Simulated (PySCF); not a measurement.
Ionisation energy of Cd by level of theory

Cd [Kr] 4d10 5s2 → Cd⁺ [Kr] 4d10 5s1 [5s1/2^1, M_J = 1/2], as a difference of total energies. Computed with PySCF 2.14 in x2c-TZVPall-2c with one added diffuse shell each of s, p, d type (9s10p8d1f, 86 functions), with the two-component X2C-1e Hamiltonian. Correlated levels: [Ar] 3d10 frozen; the 6 highest virtual spinors dropped. "Screened" scales the spin-orbit matrix elements by Boettger's factors to mimic the two-electron term; Breit and QED terms are absent.

```tsv
method	ionisation energy (eV)	error (eV)
GHF (spin-free)	7.332	-1.662
GMP2 (spin-free)	8.578	-0.416
GHF (screened spin-orbit)	7.333	-1.661
GMP2 (screened spin-orbit)	8.580	-0.414
```

Reference: 8.994 eV (measured; NIST Atomic Spectra Database, ionization energies).

Errors of the correlated levels include the incompleteness of this basis and the frozen core.

MP2 underrates the near-degeneracy of ns² with np² in the lower species.
